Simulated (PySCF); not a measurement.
F3Ti, charge +2, doublet (typed; the unrestricted solution is spin-contaminated), at a GFN2-xTB geometry of the parent state (such geometries of metal compounds can be far from the true shape) (the multiplicity is a formal guess); HF/STO-3G run with PySCF.

The PySCF input:
```python
from pyscf import gto, scf

mol = gto.M(
    atom='''
Ti   -0.084751    0.131995    0.303328
F    -1.231442   -0.973391   -0.233743
F     0.048766    1.322898   -0.875294
F     1.389845   -0.672161    0.367570
''',
    basis='sto-3g',
    charge=2,
    spin=1,
    verbose=4,
)

mf = scf.UHF(mol)
mf.kernel()
```

Question: What does PySCF print? Leave out banner, timings and long lists.

Answer: 
```
PySCF version 2.14.0

[INPUT] verbose = 4
[INPUT] num. atoms = 4
[INPUT] num. electrons = 47
[INPUT] charge = 2
[INPUT] spin (= nelec alpha-beta = 2S) = 1
[INPUT] symmetry False subgroup None
[INPUT] Mole.unit = angstrom
[INPUT] Symbol           X                Y                Z      unit          X                Y                Z       unit  Magmom
[INPUT]  1 Ti    -0.084751000000   0.131995000000   0.303328000000 AA   -0.160156178783   0.249434399812   0.573206845912 Bohr   0.0
[INPUT]  2 F     -1.231442000000  -0.973391000000  -0.233743000000 AA   -2.327088118287  -1.839442402117  -0.441710253534 Bohr   0.0
[INPUT]  3 F      0.048766000000   1.322898000000  -0.875294000000 AA    0.092154384191   2.499914910735  -1.654065938475 Bohr   0.0
[INPUT]  4 F      1.389845000000  -0.672161000000   0.367570000000 AA    2.626426405596  -1.270200201614   0.694606631606 Bohr   0.0

nuclear repulsion = 234.525362420705
number of shells = 17
number of NR pGTOs = 99
number of NR cGTOs = 33
basis = sto-3g
ecp = {}

******** <class 'pyscf.scf.uhf.UHF'> ********
method = UHF
initial guess = minao
damping factor = 0
level_shift factor = 0
DIIS = <class 'pyscf.scf.diis.CDIIS'>
diis_start_cycle = 1
diis_space = 8
diis_damp = 0
SCF conv_tol = 1e-09
SCF conv_tol_grad = None
SCF max_cycles = 50
direct_scf = True
direct_scf_tol = 1e-13
number electrons alpha = 24  beta = 23
Set gradient conv threshold to 3.16228e-05
init E= -1132.76317869963

cycle= 1 E= -1133.12530860794  delta_E= -0.362  |g|= 0.491  |ddm|= 2.31
cycle= 2 E= -1133.2809829463  delta_E= -0.156  |g|= 0.326  |ddm|= 1.01
cycle= 3 E= -1133.34291918938  delta_E= -0.0619  |g|= 0.0526  |ddm|= 0.338
cycle= 4 E= -1133.34980571362  delta_E= -0.00689  |g|= 0.0294  |ddm|= 0.143
cycle= 5 E= -1133.3527733536  delta_E= -0.00297  |g|= 0.00621  |ddm|= 0.145
cycle= 6 E= -1133.35288838519  delta_E= -0.000115  |g|= 0.00101  |ddm|= 0.0322
cycle= 7 E= -1133.35289031949  delta_E= -1.93e-06  |g|= 0.000212  |ddm|= 0.0031
cycle= 8 E= -1133.35289038785  delta_E= -6.84e-08  |g|= 6.52e-05  |ddm|= 0.000511
cycle= 9 E= -1133.35289039678  delta_E= -8.93e-09  |g|= 1.55e-05  |ddm|= 0.000214
cycle= 10 E= -1133.35289039731  delta_E= -5.26e-10  |g|= 4.21e-06  |ddm|= 5.12e-05
Extra cycle  E= -1133.35289039734  delta_E= -3.52e-11  |g|= 3.51e-06  |ddm|= 1.03e-05
converged SCF energy = -1133.35289039734  <S^2> = 0.99474217  2S+1 = 2.2313603
```
